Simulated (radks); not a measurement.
Isoelectronic series with 46 electrons, each ion in its NIST ground configuration. Method: scalar-relativistic Kohn-Sham, PBE, spin-unpolarised, spherical densities, finite nucleus; Fermi nuclear charge, rms radius of each element as measured or else 0.836 A^(1/3) + 0.57 fm; computed with a radial shooting solver on a logarithmic mesh with Libxc functionals. Total energies (hartree) and mean radii <r> (bohr):

| ion | configuration | E (hartree) | 4d | 4p | 4s | 3d |
|---|---|---|---|---|---|---|
| Pd | [Kr] 4d10 | -5045.79436 | 1.590 | 1.044 | 0.9469 | 0.3576 |
| Ag+ | [Kr] 4d10 | -5315.64014 | 1.387 | 1.002 | 0.9126 | 0.3458 |
| Cd2+ | [Kr] 4d10 | -5593.55746 | 1.252 | 0.9600 | 0.8795 | 0.3347 |
| In3+ | [Kr] 4d10 | -5879.54942 | 1.150 | 0.9205 | 0.8479 | 0.3243 |
| Sn4+ | [Kr] 4d10 | -6173.62632 | 1.069 | 0.8834 | 0.8178 | 0.3146 |
| Sb5+ | [Kr] 4d10 | -6475.81451 | 1.002 | 0.8487 | 0.7894 | 0.3054 |
| Te6+ | [Kr] 4d10 | -6786.14143 | 0.9445 | 0.8164 | 0.7625 | 0.2967 |
| I7+ | [Kr] 4d10 | -7104.64941 | 0.8947 | 0.7864 | 0.7372 | 0.2885 |
| Xe8+ | [Kr] 4d10 | -7431.37077 | 0.8509 | 0.7584 | 0.7133 | 0.2807 |
| Cs9+ | [Kr] 4d10 | -7766.3520 | 0.8119 | 0.7323 | 0.6908 | 0.2733 |
| Ba10+ | [Kr] 4d10 | -8109.6346 | 0.7768 | 0.7079 | 0.6695 | 0.2663 |
